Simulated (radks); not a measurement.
Values are calculated unless marked as measured or tabulated.
The boron ion B+, configuration [He] 2s2. Code: a radial shooting solver on a logarithmic mesh with Libxc functionals. Model: non-relativistic Kohn-Sham, exchange-only LDA, spin-polarised, spherical densities, point nucleus.

Normalised radial functions P(r) = r R(r), r in bohr:

| r | 2s |
|---|---|
| 0.02525 | 0.1099 |
| 0.02801 | 0.1202 |
| 0.03083 | 0.1304 |
| 0.03421 | 0.1423 |
| 0.03796 | 0.1548 |
| 0.04212 | 0.1682 |
| 0.04637 | 0.1811 |
| 0.05145 | 0.1957 |
| 0.05709 | 0.2109 |
| 0.06335 | 0.2265 |
| 0.06973 | 0.2411 |
| 0.07737 | 0.2569 |
| 0.08585 | 0.2725 |
| 0.09526 | 0.2875 |
| 0.1057 | 0.3014 |
| 0.1164 | 0.3129 |
| 0.1291 | 0.3234 |
| 0.1433 | 0.3312 |
| 0.159 | 0.3357 |
| 0.175 | 0.3360 |
| 0.1942 | 0.3316 |
| 0.2154 | 0.3214 |
| 0.239 | 0.3045 |
| 0.2631 | 0.2822 |
| 0.292 | 0.2501 |
| 0.324 | 0.2093 |
| 0.3595 | 0.1592 |
| 0.3957 | 0.1048 |
| 0.4391 | 0.0371 |
| 0.4872 | -0.0390 |
| 0.5406 | -0.1223 |
| 0.595 | -0.2041 |
| 0.6603 | -0.2961 |
| 0.7326 | -0.3889 |
| 0.8129 | -0.4792 |
| 0.902 | -0.5637 |
| 0.9929 | -0.6331 |
| 1.102 | -0.6954 |
| 1.222 | -0.7408 |
| 1.356 | -0.7666 |
| 1.493 | -0.7711 |
| 1.657 | -0.7545 |
| 1.838 | -0.7166 |
| 2.04 | -0.6596 |
| 2.245 | -0.5934 |
| 2.491 | -0.5117 |
| 2.765 | -0.4250 |
| 3.068 | -0.3390 |
| 3.377 | -0.2646 |
| 3.747 | -0.1933 |
| 4.157 | -0.1341 |
| 4.613 | -0.0879 |
| 5.078 | -0.0564 |
| 5.634 | -0.0327 |
| 6.252 | -0.0176 |

2s: eigenvalue -18.149 eV, 1 radial node at r = 0.463 bohr, <r> = 1.81 bohr, 90 % of the charge inside 2.83 bohr.
